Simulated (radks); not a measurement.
Problem. Spherical quantum dot in the effective-mass picture: electrons in a parabolic well V = omega^2 r^2 / 2 with omega = 0.107, with a point charge +2 (a donor) at the centre, all in effective atomic units (hartree* = m*/eps^2 hartree, bohr* = eps/m* bohr), one dielectric constant everywhere. Calculated with a radial shooting solver with Libxc functionals: non-relativistic Kohn-Sham, exchange-only LDA, spin-polarised, spherical densities. Levels are named by radial order and angular momentum (1s, 1p, 1d, 2s, ...), and open shells are averaged over m. Results are scaled to m* = 0.57 and eps = 8.5, for which hartree* = 214.7 meV and bohr* = 0.7891 nm. At N = 2 the configuration is 1s2. Does electron 3 go into 1p up or 2s up?

Solution. Into 2s up. The total energies of the other choices lie higher by 7.70 meV (1p up).
